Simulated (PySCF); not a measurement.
**Ionisation energy of Ba⁴⁸⁺ by level of theory**

Ba⁴⁸⁺ [He] 2s2 2p4 (3P) → Ba⁴⁹⁺ [He] 2s2 2p3 (4S), as a difference of total energies. Calculation: PySCF 2.14, in an even-tempered Gaussian basis (17 s from 23 bohr⁻², ratio 2.2; 11 p from 29 bohr⁻², ratio 2.2; 6 d from 120 bohr⁻², ratio 2.4; 5 f from 180 bohr⁻², ratio 2.4; 4 g from 270 bohr⁻², ratio 2.4); the non-relativistic Hamiltonian (point nucleus). Correlated levels: nothing frozen; virtual orbitals above 40 to 60 times the deepest correlated orbital energy dropped. The calculations carry no spin-orbit coupling.

```csv
method,ionisation energy (eV)
UHF,8747.7
LDA,8742.8
PBE,8750.3
PBE0,8750.1
r2SCAN,8751.8
PBEsol,8745.9
TPSS,8752.3
MP2 (all electrons),8749.3
SCS-MP2 (all electrons),8749.4
```

Spin-orbit coupling is strong in these open shells (close to jj coupling). The scalar numbers leave it out and a first-order estimate fails, so it can dominate the gap to the real levels.

The gap to the reference is mostly relativistic.

For comparison: 8831 ± 4 eV (theoretical estimate listed by NIST; NIST Atomic Spectra Database, ionization energies).
